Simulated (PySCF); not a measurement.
PySCF job for Ta(NH)(F)2(OH) (F₂H₂NOTa), SMILES [NH]=[Ta]([OH])([F])[F], multiplicity 1, TDDFT-LC-ωPBE/def2-SVPD. Geometry optimised at B3LYP-D3(BJ)/def2-SVP. The multiplicity is an assumed one; no other spin state was optimised. The structure was generated by enumeration; whether it is a known compound was not checked. The def2 effective core potentials stand for the cores of Ta; spin–orbit coupling is left out. The values are those of a single conformer.

```python
import numpy as np
from pyscf import gto, scf, dft, tdscf

mol = gto.M(
    atom='''
    Ta    0.01203773   -0.00500247   -0.00000000
    N    -0.05360648   -1.77358630   -0.00000001
    H    -0.05742799   -2.78693684   -0.00000002
    F     0.91033815    0.55894508    1.57398543
    F     0.91033808    0.55894510   -1.57398547
    O    -1.77324072    0.65730967    0.00000005
    H    -2.64624137    0.24773190    0.00000006
    ''',
    basis='def2-SVPD',
    ecp={'Ta': 'def2-svp'},
    charge=0,
    spin=0,
    symmetry=True,
    max_memory=1600,
    verbose=4,
)
mf = dft.RKS(mol, xc='lc_wpbe').density_fit(auxbasis='def2-universal-jkfit')
mf.grids.level = 3
mf.conv_tol = 1e-9
mf.max_cycle = 100
mf.kernel()
mf.grids = dft.Grids(mol).set(level=1).build(with_non0tab=True)  # coarser grid for the response kernel
td = tdscf.TDDFT(mf)
td.singlet = True
td.nstates = 10
td.conv_tol = 1e-4
td.positive_eig_threshold = 1e-6
td.kernel(x0=td.get_init_guess(mf, 15))
td.analyze()
tt = tdscf.TDA(mf)
tt.singlet = False
tt.nstates = 4
tt.conv_tol = 1e-4
tt.positive_eig_threshold = 1e-6
tt.kernel(x0=tt.get_init_guess(mf, 9))
tt.analyze(verbose=3)
```

Program output:

```
PySCF version 2.14.0

[INPUT] verbose = 4
[INPUT] num. atoms = 7
[INPUT] num. electrons = 48
[INPUT] charge = 0
[INPUT] spin (= nelec alpha-beta = 2S) = 0
[INPUT] symmetry True subgroup None
[INPUT] Mole.unit = angstrom
[INPUT] Symbol           X                Y                Z      unit          X                Y                Z       unit  Magmom
[INPUT]  1 Ta     0.012037730000  -0.005002470000   0.000000000000 AA    0.022748012861  -0.009453298246   0.000000000000 Bohr   0.0
[INPUT]  2 N     -0.053606480000  -1.773586300000  -0.000000010000 AA   -0.101301565702  -3.351592365281  -0.000000018897 Bohr   0.0
[INPUT]  3 H     -0.057427990000  -2.786936840000  -0.000000020000 AA   -0.108523172984  -5.266547354061  -0.000000037795 Bohr   0.0
[INPUT]  4 F      0.910338150000   0.558945080000   1.573985430000 AA    1.720289784243   1.056253119873   2.974401386756 Bohr   0.0
[INPUT]  5 F      0.910338080000   0.558945100000  -1.573985470000 AA    1.720289651962   1.056253157668  -2.974401462345 Bohr   0.0
[INPUT]  6 O     -1.773240720000   0.657309670000   0.000000050000 AA   -3.350939313727   1.242135255328   0.000000094486 Bohr   0.0
[INPUT]  7 H     -2.646241370000   0.247731900000   0.000000060000 AA   -5.000671448794   0.468145443318   0.000000113384 Bohr   0.0

nuclear repulsion = 212.204946458118
point group symmetry = Cs
symmetry origin: [-2.09969566e-09 -6.47406175e-09  1.74974628e-10]
symmetry axis x: [ 1.00000000e+00  4.81531585e-09 -7.92437212e-08]
symmetry axis y: [-4.81531548e-09  1.00000000e+00  4.74201597e-09]
symmetry axis z: [ 7.92437213e-08 -4.74201567e-09  1.00000000e+00]
num. orbitals of irrep A' = 89
num. orbitals of irrep A" = 51
number of shells = 56
number of NR pGTOs = 209
number of NR cGTOs = 140
basis = def2-SVPD
ecp = {'Ta': 'def2-svp'}


[settings echo left out]
init E= -374.340958108313
HOMO (A") = -0.588090850976678  LUMO (A') = -0.338792003653754  gap/eV = 6.78377
cycle= 1 E= -387.539628388828  delta_E= -13.2  |g|= 0.936  |ddm|= 8.29
HOMO (A') = -0.338589918665765  LUMO (A') = 0.0538340365332921  gap/eV = 10.67840
cycle= 2 E= -387.601449026495  delta_E= -0.0618  |g|= 0.827  |ddm|=  1.5
HOMO (A") = -0.381018743940702  LUMO (A') = 0.0423929561842486  gap/eV = 11.52162
cycle= 3 E= -387.710518492773  delta_E= -0.109  |g|= 0.163  |ddm|= 0.561
HOMO (A") = -0.413381856915401  LUMO (A') = 0.0404461581611217  gap/eV = 12.34929
cycle= 4 E= -387.715468640464  delta_E= -0.00495  |g|= 0.0339  |ddm|= 0.168
HOMO (A") = -0.406225425611662  LUMO (A') = 0.0415665554416512  gap/eV = 12.18504
cycle= 5 E= -387.715719191473  delta_E= -0.000251  |g|= 0.016  |ddm|= 0.0502
HOMO (A") = -0.408074515528257  LUMO (A') = 0.0417569806381902  gap/eV = 12.24054
cycle= 6 E= -387.715780585593  delta_E= -6.14e-05  |g|= 0.00601  |ddm|= 0.0185
HOMO (A") = -0.407885704385528  LUMO (A') = 0.0415196423678181  gap/eV = 12.22894
cycle= 7 E= -387.715790948509  delta_E= -1.04e-05  |g|= 0.000821  |ddm|= 0.00734
HOMO (A") = -0.407869044259979  LUMO (A') = 0.0415206536211382  gap/eV = 12.22852
cycle= 8 E= -387.715791584538  delta_E= -6.36e-07  |g|= 0.000453  |ddm|= 0.00236
HOMO (A") = -0.407855918866184  LUMO (A') = 0.0415099130284097  gap/eV = 12.22787
cycle= 9 E= -387.715791674965  delta_E= -9.04e-08  |g|= 0.000245  |ddm|= 0.000771
HOMO (A") = -0.407853971050214  LUMO (A') = 0.0415100919378422  gap/eV = 12.22782
cycle= 10 E= -387.715791702403  delta_E= -2.74e-08  |g|= 5.24e-05  |ddm|= 0.000433
HOMO (A") = -0.407855329073706  LUMO (A') = 0.0415099677137473  gap/eV = 12.22785
cycle= 11 E= -387.715791704984  delta_E= -2.58e-09  |g|= 1.82e-05  |ddm|= 0.000155
HOMO (A") = -0.407855248422281  LUMO (A') = 0.0415099343535296  gap/eV = 12.22785
cycle= 12 E= -387.715791705388  delta_E= -4.04e-10  |g|= 5.66e-06  |ddm|= 5.97e-05
HOMO (A") = -0.407855064098892  LUMO (A') = 0.0415101068370624  gap/eV = 12.22785
Extra cycle  E= -387.71579170542  delta_E= -3.23e-11  |g|= 2.87e-06  |ddm|= 1.49e-05
converged SCF energy = -387.71579170542
tot grids = 34720
Overwritten attributes  positive_eig_threshold  of <class 'pyscf.tdscf.rks.TDDFT'>


******** <class 'pyscf.tdscf.rks.TDDFT'> for <class 'pyscf.df.df_jk.DFSymAdaptedRKS'> ********
nstates = 10 singlet
deg_eia_thresh = 1.000e-03
wfnsym = None
conv_tol = 0.0001
eigh lindep = 1e-12
eigh level_shift = 0
eigh max_cycle = 100


Excitation energies (eV)
[5.65325578 5.94899112 6.00755286 6.3620762  6.72680475 6.81337063
 6.9968503  7.25815594 7.27462374 7.77467067]

** Singlet excitation energies and oscillator strengths **
Excited State   1:  ???      5.65326 eV    219.31 nm  f=0.0009
      23 -> 27       -0.28787
      24 -> 25        0.23479
      24 -> 26       -0.55661
      24 -> 32        0.18755
Excited State   2:  ???      5.94899 eV    208.41 nm  f=0.0025
      23 -> 25       -0.22706
      23 -> 26        0.45156
      23 -> 32       -0.11555
      24 -> 27        0.45281
      24 -> 33        0.10906
Excited State   3:  ???      6.00755 eV    206.38 nm  f=0.0026
      23 -> 27        0.62116
      23 -> 33        0.13445
      24 -> 26       -0.27373
Excited State   4:  ???      6.36208 eV    194.88 nm  f=0.0255
      23 -> 25        0.18774
      23 -> 26       -0.33330
      23 -> 28       -0.16816
      23 -> 29        0.17871
      23 -> 32       -0.13944
      24 -> 27        0.47683
      24 -> 31       -0.15002
      24 -> 33       -0.10722
Excited State   5:  ???      6.72680 eV    184.31 nm  f=0.0388
      24 -> 25        0.34209
      24 -> 26        0.10483
      24 -> 28       -0.53269
      24 -> 30        0.18859
      24 -> 32       -0.12436
      24 -> 37        0.11640
Excited State   6:  ???      6.81337 eV    181.97 nm  f=0.0419
      23 -> 25       -0.29475
      23 -> 26       -0.24910
      23 -> 28        0.49990
      23 -> 30       -0.18973
      23 -> 37       -0.10958
      24 -> 31       -0.11596
      24 -> 33       -0.13317
Excited State   7:  ???      6.99685 eV    177.20 nm  f=0.0035
      23 -> 31       -0.17467
      23 -> 33       -0.19651
      24 -> 25        0.14659
      24 -> 26        0.18444
      24 -> 29       -0.34069
      24 -> 32        0.45783
      24 -> 34       -0.17679
Excited State   8:  ???      7.25816 eV    170.82 nm  f=0.0095
      23 -> 25        0.16102
      23 -> 26        0.14154
      23 -> 29       -0.28016
      23 -> 32        0.37535
      23 -> 34       -0.13604
      24 -> 27        0.10093
      24 -> 31       -0.29521
      24 -> 33       -0.32851
Excited State   9:  ???      7.27462 eV    170.43 nm  f=0.0006
      23 -> 27       -0.12108
      23 -> 31        0.41396
      23 -> 33        0.46640
      24 -> 29       -0.16153
      24 -> 32        0.21505
Excited State  10:  ???      7.77467 eV    159.47 nm  f=0.0151
      24 -> 25       -0.44890
      24 -> 26       -0.18467
      24 -> 28       -0.22679
      24 -> 29       -0.14934
      24 -> 30        0.40722

** Transition electric dipole moments (AU) **
state          X           Y           Z        Dip. S.      Osc.
  1         0.0000     -0.0000     -0.0806      0.0065      0.0009
  2        -0.1136      0.0670      0.0000      0.0174      0.0025
  3        -0.0000      0.0000     -0.1326      0.0176      0.0026
  4        -0.0468     -0.4021      0.0000      0.1638      0.0255
  5         0.0000      0.0000     -0.4854      0.2356      0.0388
  6         0.4753     -0.1589      0.0000      0.2511      0.0419
  7         0.0000     -0.0000     -0.1439      0.0207      0.0035
  8        -0.2304      0.0243      0.0000      0.0537      0.0095
  9        -0.0000      0.0000      0.0560      0.0031      0.0006
 10         0.0000      0.0000      0.2811      0.0790      0.0151

WARN: ECP detected. Skipping calculation of transition velocity and magnetic dipole moments, which have not yet been implemented.

Overwritten attributes  positive_eig_threshold  of <class 'pyscf.tdscf.rks.TDA'>


******** <class 'pyscf.tdscf.rks.TDA'> for <class 'pyscf.df.df_jk.DFSymAdaptedRKS'> ********
nstates = 4 triplet
deg_eia_thresh = 1.000e-03
wfnsym = None
conv_tol = 0.0001
eigh lindep = 1e-12
eigh level_shift = 0
eigh max_cycle = 100


Excitation energies (eV)
[5.02235224 5.30298599 5.36602774 5.7026611 ]

** Triplet excitation energies and oscillator strengths **
Excited State   1:   A'      5.02235 eV    246.86 nm  f=0.0000
Excited State   2:   A"      5.30299 eV    233.80 nm  f=0.0000
Excited State   3:   A'      5.36603 eV    231.05 nm  f=0.0000
Excited State   4:   A"      5.70266 eV    217.41 nm  f=0.0000
```

The calculation finished and met its thresholds.
